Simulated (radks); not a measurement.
Task: The tin ion Sn4+, [Kr] 4d10. Calculated with a radial shooting solver on a logarithmic mesh with Libxc functionals: non-relativistic Kohn-Sham, r2SCAN, spin-polarised, spherical densities, point nucleus; meta-GGA in the generalised Kohn-Sham scheme. Every spin shell is full or empty, so the densities are truly spherical. Functionals are evaluated on that one density, not self-consistently. Rank these orbital-free kinetic functionals by their error against the exact value of the orbitals, and give that value: Thomas-Fermi, von Weizsacker, TF + vW/9, TF + vW/5, LC94, APBEK, Pearson, LKT, PG1, DePristo-Kress, Ernzerhof.

Result: Exact: 6019.85 hartree. From best to worst, with 100 (|E| - |E exact|)/|E exact| (equal figures are ties): DePristo-Kress -0.07, LC94 +0.09, APBEK +0.14, Ernzerhof -0.37, TF + vW/9 -0.66, Pearson -0.90, TF + vW/5 +3.04, Thomas-Fermi -5.28, PG1 +15.13, LKT +19.25, von Weizsacker -58.39.
